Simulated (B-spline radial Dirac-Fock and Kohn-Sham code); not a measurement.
**Auger decay of the N1 hole in Sm⁷⁺**

System: samarium as Sm⁷⁺, configuration 1s2 2s2 2p6 3s2 3p6 3d10 4s2 4p6 4d10 4f4 5s2 5p3.

Calculated with a radial finite-basis atomic code, using independent-particle rates on relativistic LDA orbitals of the hole state (multipoles up to L = 3, Coulomb Auger matrix elements, transition energies from Dirac-Fock). Kinetic energies are configuration averages from the vacuum level; the two-hole energies are estimated from single-hole states.

```
transition  kinetic energy (eV)  width (meV)  share (%)
   N1-N4O1                61.20          275       18.0
   N1-N5O1                66.09          400       26.1
   N1-N4O2                83.90         35.0        2.3
   N1-N4N7                84.01         60.6        4.0
   N1-N4N6                84.32         23.6        1.5
   N1-N5N6                88.37         68.8        4.5
   N1-N5O2                88.68         85.3        5.6
   N1-N4O3                89.17         92.1        6.0
   N1-N5N7                89.66         59.2        3.9
   N1-N5O3                94.10         95.6        6.3
   N1-O1O1                173.3         20.1        1.3
   N1-O1O2                197.6         14.0        0.9
   N1-N6O1                200.4         78.6        5.1
   N1-N7O1                201.0          103        6.8
   N1-O1O3                202.8         25.8        1.7
   N1-N6O2                222.9         5.66        0.4
   N1-N6N6                223.0         7.85        0.5
   N1-N7O2                223.6         5.48        0.4
   N1-N6N7                223.7         18.1        1.2
   N1-N7N7                224.3         13.4        0.9
   N1-N6O3                228.3         17.1        1.1
   N1-N7O3                228.9         19.9        1.3
```

Coster-Kronig rates are the weakest part of this model and often come out 1.5 to 2.5 times too large. The listed channels hold 100 % of the non-radiative rate. Summed by principal shells, of 1.53 eV in all: NNO 79.3 %, NNN 16.5 %, NOO 4.2 %.
